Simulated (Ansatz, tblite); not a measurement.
Isomers of Li$_{8}$ (singlet), found by a short tight-binding search and relaxed with PBE0/def2-TZVP in Ansatz.

The xTB rows come from tblite. Correlated methods freeze no core orbitals; core or outer-core shells of Li are correlated, in sets that lack core-valence functions.

Run but left out: HF/def2-TZVPP (A: restricted singlet, unstable towards broken spin symmetry); B2PLYP/def2-TZVP (A: restricted singlet, unstable in another Hartree–Fock run and untested here).

A: The restricted singlet is unstable towards broken spin symmetry in Hartree–Fock (as tested in another run); at r2SCAN/def2-TZVP, PBE0/def2-TZVP, r2SCAN0/def2-TZVP this wasn't settled. At CCSD(T)/def2-TZVPP the restricted singlet (for correlated methods, its reference) is unstable: a solution with broken spin symmetry lies lower. B: The restricted singlet is unstable towards broken spin symmetry in Hartree–Fock (as tested in another run); at PBE/def2-TZVP, r2SCAN/def2-TZVP, PBE0/def2-TZVP, r2SCAN0/def2-TZVP this wasn't settled. At CCSD(T)/def2-TZVPP the restricted singlet (for correlated methods, its reference) is unstable: a solution with broken spin symmetry lies lower.

Other spin states weren't relaxed.

A:

```xyz
8

Li   -0.057    2.546    0.384
Li   -0.105   -1.836   -1.837
Li    0.323    1.150   -2.298
Li   -2.453    0.046   -0.134
Li    2.446    0.003    0.188
Li    0.053   -2.306    1.176
Li   -0.209    0.409    2.533
Li    0.002   -0.011   -0.012
```

B:

Cartesian coordinates in Å:
```
Li -2.8481 0.0700 0.3375
Li -0.9076 -2.4531 -1.1814
Li 1.7208 2.0137 -1.1446
Li -0.4058 -1.2027 1.4802
Li 2.0530 0.3790 1.9918
Li 1.5392 -0.9038 -0.6341
Li -0.7459 0.4728 -1.7386
Li -0.4055 1.6240 0.8892
```

Task: Estimate their order by electronic energy at PBE0/def2-TZVP, counted from the lowest.

Result: A (0.0) < B (11.4), in kJ/mol.

Task: Do the other levels pick the same lowest one?

Result: Not GFN2-xTB. Energies above each level's lowest (kJ/mol):

```json
{"level": "GFN2-xTB", "A": "76.7", "B": "0.0"}
{"level": "PBE/def2-TZVP", "A": "0.0", "B": "5.4"}
{"level": "r2SCAN/def2-TZVP", "A": "0.0", "B": "13.0"}
{"level": "PBE0/def2-TZVP", "A": "0.0", "B": "11.4"}
{"level": "r2SCAN0/def2-TZVP", "A": "0.0", "B": "15.8"}
{"level": "MP2/def2-TZVPP", "A": "0.0", "B": "23.5"}
{"level": "CCSD/def2-TZVPP", "A": "0.0", "B": "8.4"}
{"level": "CCSD(T)/def2-TZVPP", "A": "0.0", "B": "8.0"}
```
Point groups (tolerance 0.1 Å): A Cs, B not assigned. Lower isomers may exist.
